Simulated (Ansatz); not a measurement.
The cation of ClFHOY (`[OH][Y]([F])[Cl]`) at the neutral geometry.

```yaml
crystal:
  periodic: [false, false, false]
  atoms:
    - {symbol: O, position_ang: [0.539684, 1.271928, 0.449190]}
    - {symbol: Y, position_ang: [-0.124928, -0.515859, -0.133813]}
    - {symbol: F, position_ang: [1.020766, -2.102756, 0.235724]}
    - {symbol: Cl, position_ang: [-2.306706, -0.772154, -1.284766]}
    - {symbol: H, position_ang: [0.871184, 2.118830, 0.733675]}
basis:
  gaussian: {orbitals: def2-QZVPP}
total_charge: 1
magnetization: {spin_polarized: true, initial_magnetization: 1}
correlation: {method: mp2}
scf: {omitted_lower_state_checks: [cluster_reference]}
```

```sh
$ ansatz run in.yaml --threads 4 --pin off --events-out ev --progress --plain
```

It prints (some lines left out):

```
Functional definition: HF
1806 factors; integrals over basis functions are off by at most 5.9e-4 eV
mean field evaluation 1: about -18282.0916 eV, gradient 6.0e1 eV
mean field evaluation 2: about -18282.0960 eV, gradient 6.0e1 eV
mean field evaluation 4: about -18293.3841 eV, gradient 5.3e0 eV
mean field evaluation 8: about -18293.5732 eV, gradient 3.1e-1 eV
mean field evaluation 16: about -18293.5875 eV, gradient 1.4e-5 eV
mean field -18293.65575162 eV, -672.2794489868 hartree, gradient 5.8e-6 eV, S^2 0.756835; 14 other end points of the search recorded, 0 dependent functions left out
7 core orbitals not correlated: weight in the atoms' cores, before any rotation towards them, 1.000 or more for the frozen orbitals, at most 0.000 for the correlated occupied ones
reference -18293.65575162 eV, -672.2794489868 hartree; 16, 15 occupied and 272, 273 virtual orbitals, 1806 factors
second order -26.64957873 eV of doubles, -0.00000000 eV of singles
Total energy: -18320.30533035 eV, -673.2588029415 hartree
Checks for a lower state left out: cluster_reference
```

Run time 44 s (4 threads of a server CPU on a shared host); peak host memory 1.1 GiB.
